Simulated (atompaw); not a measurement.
# Before and after: PAW (atompaw) potential for Mn

manganese (Mn), PAW, made with atompaw 4.2.0.5 (LDA (PW92), scalar-relativistic). Core [Ar], reference 3d5 4s1.75 4p0.25. Waves: 4s (bound): rc 3.00 bohr; 4s channel at 0.6 Ry: rc 3.00 bohr; 4p (bound): rc 3.00 bohr; 4p channel at 3.95 Ry: rc 3.00 bohr; 3d (bound): rc 1.80 bohr; 3d channel at -0.1 Ry: rc 1.80 bohr. Local part: vpsmatchnc scheme with l = 3 at 0 Ry, radius 2.70 bohr. Core correction: smooth core density matched at 2.60 bohr. Augmentation charge: sinc compensation charge, radius 2.20 bohr; PAW radius 3.00 bohr; waves and projectors: custom polynom2 7 10 vanderbiltortho.

All-electron outer shells of the reference configuration (LDA (PW92), scalar-relativistic, ld1.x):

| shell | level (eV) | outermost node (bohr) | outermost maximum (bohr) |
| --- | --- | --- | --- |
| 3s | -85.83 | 0.34 | 0.74 |
| 3p | -54.92 | 0.31 | 0.75 |
| 3d | -7.42 | – | 0.75 |
| 4s | -5.56 | 1.05 | 2.47 |
| 4p | -1.69 | 1.16 | 3.34 |

Change: wave 4p (bound): rc 3.00 bohr becomes 4p (bound): rc 1.82 bohr.

Cutoffs: the cutoffs (Ry, on a coarse ladder) from which the occupation-weighted sum of valence levels, in a spherical-Bessel basis at the reference potential, stays within 10 and 1 mRy of its value at 400 Ry; they do not see the model core or the augmentation charge, which bear on the density cutoff.

Problem. What does the change do?

Solution. The potential gets neither clearly harder nor softer (25 Ry and 110 Ry → 25 Ry and 110 Ry); the d channel sets the loose cutoff, while the largest relative change is in p, which becomes harder; neither file shows a bound ghost.

```csv
quantity,base,changed
"cutoff, loose",25 Ry,25 Ry
"cutoff, tight",110 Ry,110 Ry
loose cutoff by channel (10 mRy a level),"s 6 Ry, p 6 Ry, d 21 Ry","s 6 Ry, p 10 Ry, d 21 Ry"
bound ghosts,none,none
s: phases at 3.00 bohr within 0.05 rad from the reference energy up to (Ry; the scan ends near 5),1.0,1.0
p: phases at 3.00 bohr within 0.05 rad from the reference energy up to (Ry; the scan ends near 5),4.3,4.1
d: phases at 3.00 bohr within 0.05 rad from the reference energy up to (Ry; the scan ends near 5),3.7,3.7
lowest overlap eigenvalue by channel,"s 0.86, p 0.75, d 0.95","s 0.86, p 0.74, d 0.95"
```

 The cutoffs see the waves, projectors and local potential, not the compensation charge or the core.
